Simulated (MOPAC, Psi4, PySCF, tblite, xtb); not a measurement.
Dimer F4Si ··· Cl2 (SMILES F[Si](F)(F)F and ClCl), singlet at R = 5.60 Å between the centres of mass, closest contact 3.36 Å (a random orientation, not optimised). Geometry in Å and degrees:

```
F
Si 1 1.5672
F 2 1.5674 1 109.44
F 2 1.5674 1 109.47 3 119.98
F 2 1.5674 1 109.51 3 -120.02
Cl 1 3.3632 2 150.06 3 137.39
Cl 6 2.0135 1 137.84 2 -111.98
```

Levels: GFN2-xTB (tblite); SAPT0/jun-cc-pVDZ, frozen core (Psi4); BLYP/def2-TZVP, counterpoise-corrected (Psi4); BLYP-D3(BJ)/def2-TZVP, counterpoise-corrected (Psi4); PBE/def2-TZVP, counterpoise-corrected (Psi4); PBE-D3(BJ)/def2-TZVP, counterpoise-corrected (Psi4); HF/aug-cc-pVDZ, counterpoise-corrected (Psi4); MP2/aug-cc-pVDZ = DF-MP2/aug-cc-pVDZ, frozen core, counterpoise-corrected in Psi4; SCS-MP2/aug-cc-pVDZ = DF-SCS-MP2/aug-cc-pVDZ, frozen core, counterpoise-corrected (Psi4); PM3, restricted, heats of formation (MOPAC); PM6, restricted, heats of formation (MOPAC); GFN1-xTB (xtb); RKS-B3LYP/6-31G* = restricted B3LYP/6-31G*, spherical d, no counterpoise correction run with PySCF 2.14.0; RKS-B3LYP/3-21G = PySCF with restricted B3LYP/3-21G, no counterpoise correction; RMP2/3-21G = restricted MP2 (frozen core)/3-21G, no counterpoise correction run with PySCF 2.14.0.

What interaction energy does each level give?


```
method                 E_int / kcal/mol
---------------------  ----------------
RKS-B3LYP/3-21G                   -0.71
GFN2-xTB                          -0.60
RMP2/3-21G                        -0.55
PBE-D3(BJ)/def2-TZVP              -0.54
BLYP-D3(BJ)/def2-TZVP             -0.43
GFN1-xTB                          -0.37
RKS-B3LYP/6-31G*                  -0.33
MP2/aug-cc-pVDZ                   -0.29
SCS-MP2/aug-cc-pVDZ               -0.16
PBE/def2-TZVP                     -0.14
SAPT0/jun-cc-pVDZ                 -0.13
HF/aug-cc-pVDZ                     0.27
BLYP/def2-TZVP                     0.31
PM3                                0.39
PM6                                0.39
```
